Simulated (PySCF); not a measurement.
Ethyl methyl carbonate, C4H8O3.
SMILES: `CCOC(=O)OC`

Torsions of this conformer, `[CH3:1][CH2:2][O:3][C:4](=[O:5])[O:6][CH3:7]`: C1–C2–O3–C4 -81°, C2–O3–C4–O5 -3°, O3–C4–O6–C7 180°.

The closed-shell ground state was solved at several levels (PySCF, density fitting, gas phase, non-relativistic). Geometry: PBE0-D3(BJ)/def2-SVP, one conformer, isolated molecule.

| level | basis functions | total energy (Eh) | HOMO (eV) | LUMO (eV) | gap (eV) | dipole (D) |
| --- | --- | --- | --- | --- | --- | --- |
| PBE0/pcSseg-1 | 159 | -382.4644 | -8.37 | 1.22 | 9.59 | 0.35 |
| CAM-B3LYP/def2-SVPD | 213 | -382.5117 | -10.02 | 1.19 | 11.21 | 0.44 |
| B3LYP/pcJ-1 | 269 | -382.9460 | -8.07 | 0.91 | 8.98 | 0.35 |

Task: What might B3LYP/pcSseg-2 (364 basis functions) give for the same quantities?

Result: Total energy -383.0931 Eh, HOMO -8.13 eV, LUMO 0.38 eV, gap 8.51 eV, dipole 0.47 D.

Task: Over all these levels, which gives the widest orbital gap and which the narrowest?

Result: CAM-B3LYP/def2-SVPD (range-separated hybrid) has the widest, 11.21 eV, and B3LYP/pcSseg-2 (global hybrid, 20 % exact exchange) the narrowest, 8.51 eV. Functional and basis both differ between the two, so the spread mixes both effects.

Task: How far do the dipole and the HOMO energy spread over the levels?

Result: The dipole runs from 0.35 to 0.47 D (mean 0.40 D) and the HOMO from -10.02 to -8.07 eV.
